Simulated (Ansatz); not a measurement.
A nudged elastic band was laid between two geometries of BClFH + ClH (6 atoms, charge 0, multiplicity 1).

Computed with RKS B3LYP-D4/def2-SVPD (Ansatz 0.2.0).

```
movable images  : 7
climbing image  : yes
spring          : 5.0 eV/Å²
optimiser       : quadratic models (default)
start path      : through a guess of the saddle point
force threshold : 0.03 eV/Å
iteration limit : 60
end points      : relaxed
```

First end point:

```xyz
6
Properties=species:S:1:pos:R:3
B 0.021 0.481 -0.189
H 0.067 0.886 0.934
Cl 1.463 0.477 -1.199
F -1.120 0.078 -0.716
Cl 0.538 -2.469 1.119
H 0.148 -2.307 2.341
```

Last end point:

```xyz
6
Properties=species:S:1:pos:R:3
B 0.160 -0.650 -0.591
H -0.057 0.303 2.254
Cl 1.533 0.394 -0.908
F -1.050 -0.129 -0.568
Cl 0.358 -2.371 -0.322
H 0.173 -0.401 2.424
```

Problem. Which bonds break or form, and what moves?

Solution. Bonds broken: B1–H2, Cl5–H6. Bonds formed: B1–Cl5, H2–H6. BClFH + ClH becomes BCl2F + H2.

Problem. Give the energies along the band, and the barrier.

Solution. The run converged. The highest image is number 4 of 0 to 8, 25.9 kcal/mol above the first end and 36.3 kcal/mol above the last; the last end lies 10.4 kcal/mol below the first. A vibrational analysis at the climbing image gives one clearly imaginary mode, 963i cm⁻¹: a first-order saddle point. The orbitals stay closed-shell, which can raise the energy where a bond breaks towards radicals; this wasn't checked here.

```csv
image,path coordinate (Å),energy (kcal/mol),B1–H2 (Å),Cl5–H6 (Å),B1–Cl5 (Å)
0,0.00,0.0,1.19,1.29,3.27
1,0.61,0.3,1.20,1.29,3.20
2,1.21,1.6,1.20,1.29,3.12
3,1.82,8.1,1.21,1.32,2.68
4,2.43,25.9,1.32,1.58,2.14
5,2.94,8.7,1.66,2.03,1.86
6,3.46,-5.0,2.16,2.46,1.77
7,3.97,-9.7,2.60,2.93,1.76
8,4.49,-10.4,3.01,3.38,1.75
```

Problem. What is the geometry of the highest image?

Solution. 
```xyz
6
Properties=species:S:1:pos:R:3
B 0.087 -0.218 0.077
H 0.119 0.201 1.323
Cl 1.525 0.344 -0.795
F -1.131 -0.100 -0.441
Cl 0.320 -2.244 0.713
H 0.196 -0.837 1.413
```

Problem. What are the harmonic wavenumbers there?

Solution. 963i, 189, 267, 379, 675, 688, 801, 1053, 1254, 1340, 1612, 2151 cm⁻¹.

Time of the run: 5.1 min on 4 threads of Arm Neoverse V1, on a shared host, peak memory 0.27 GiB.
